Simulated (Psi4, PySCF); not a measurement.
Psi4 was given this input:
```
memory 2 GB

molecule {
0 2
  C    -2.81833807    0.03397709    0.26148815
  C    -1.44794666    0.01348822    0.13373045
  C    -0.73747723   -1.19644166   -0.11732029
  C     0.62360438   -1.21406958   -0.24379064
  C     1.36015996   -0.02882335   -0.12811178
  O     2.71076913   -0.09396390   -0.26095173
  C     0.69322948    1.17480608    0.11800935
  C    -0.67015173    1.20070481    0.24596333
  H    -3.34723011    0.95028899    0.45078219
  H    -3.39927232   -0.86602155    0.17561694
  H    -1.30033477   -2.11331226   -0.20743510
  H     1.15912017   -2.13115614   -0.43380630
  H     3.09387677    0.78606077   -0.16017153
  H     1.26685654    2.08935354    0.20678696
  H    -1.17765005    2.13464818    0.43602923
}

set basis sto-3g
set reference uhf
set freeze_core true
set mp2_type conv
set scf_type pk
set puream true
set d_convergence 1e-8

energy('ccsd(t)')
print_variables()
```

Question: Give the equivalent PySCF input.

Answer: This is not unique; one that fits is 
```python
from pyscf import gto, scf, cc

mol = gto.M(
    atom='''
C    -2.818338    0.033977    0.261488
C    -1.447947    0.013488    0.133730
C    -0.737477   -1.196442   -0.117320
C     0.623604   -1.214070   -0.243791
C     1.360160   -0.028823   -0.128112
O     2.710769   -0.093964   -0.260952
C     0.693229    1.174806    0.118009
C    -0.670152    1.200705    0.245963
H    -3.347230    0.950289    0.450782
H    -3.399272   -0.866022    0.175617
H    -1.300335   -2.113312   -0.207435
H     1.159120   -2.131156   -0.433806
H     3.093877    0.786061   -0.160172
H     1.266857    2.089354    0.206787
H    -1.177650    2.134648    0.436029
''',
    basis='sto-3g',
    charge=0,
    spin=1,
    verbose=3,
)

mf = scf.UHF(mol)
mf.kernel()

mycc = cc.CCSD(mf, frozen=8)
mycc.kernel()
et = mycc.ccsd_t()
print('E(CCSD(T)) = %.10f' % (mycc.e_tot + et))
```

Both were run: Psi4 gave -340.196548 Eh and PySCF -340.196548 Eh, 0.000 mEh apart.
